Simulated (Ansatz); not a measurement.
Relaxation of C5H7FS (14 atoms, charge 0, multiplicity 1), to a largest force component of 0.02 eV/Å in at most 40 steps.

All numbers below come from Ansatz 0.2.0, RKS PBE-D4/STO-3G.

```xyz
14
Properties=species:S:1:pos:R:3
C -1.694 0.856 -0.528
C -1.147 -0.120 0.038
C -1.317 -1.442 0.475
C 0.114 -0.601 0.623
S 1.375 -0.969 -0.440
C 2.239 0.636 -0.420
F 2.556 0.987 0.862
H -1.182 1.853 -0.715
H -2.771 0.845 -0.820
H -1.872 -1.602 1.404
H -1.351 -2.218 -0.242
H 0.311 -0.234 1.631
H 3.128 0.563 -0.988
H 1.598 1.415 -0.852
```

Problem. Where does it end, and by what steps?

Solution. It converged. Limits of this set-up: minimal basis. After 13 steps the energy has fallen by 1.278 eV; S5 moved furthest, 0.35 Å.

```tsv
step	energy less start (eV)	largest force component (eV/Å)	accepted
0	0.0000	6.585	yes
1	-1.0886	2.163	yes
2	-1.1908	1.466	yes
3	-1.2575	0.702	yes
4	-1.1773	1.219	no
5	-1.2707	0.127	yes
6	-1.2749	0.075	yes
7	-1.2770	0.044	yes
8	-1.2774	0.023	yes
9	-1.2778	0.045	yes
10	-1.2780	0.038	yes
11	-1.2782	0.052	yes
12	-1.2783	0.029	yes
13	-1.2784	0.012	yes
```

```xyz
14
Properties=species:S:1:pos:R:3
C -1.680 1.016 -0.554
C -1.135 -0.042 0.050
C -1.259 -1.475 0.468
C 0.044 -0.663 0.748
S 1.550 -1.105 -0.168
C 2.187 0.622 -0.418
F 2.733 1.209 0.741
H -1.144 1.976 -0.646
H -2.697 0.980 -0.983
H -1.904 -1.729 1.329
H -1.223 -2.258 -0.310
H 0.197 -0.366 1.806
H 2.969 0.541 -1.223
H 1.349 1.263 -0.812
```

The run took 64 s on 1 thread of Arm Neoverse N1 (shared host), peak memory 0.12 GiB.
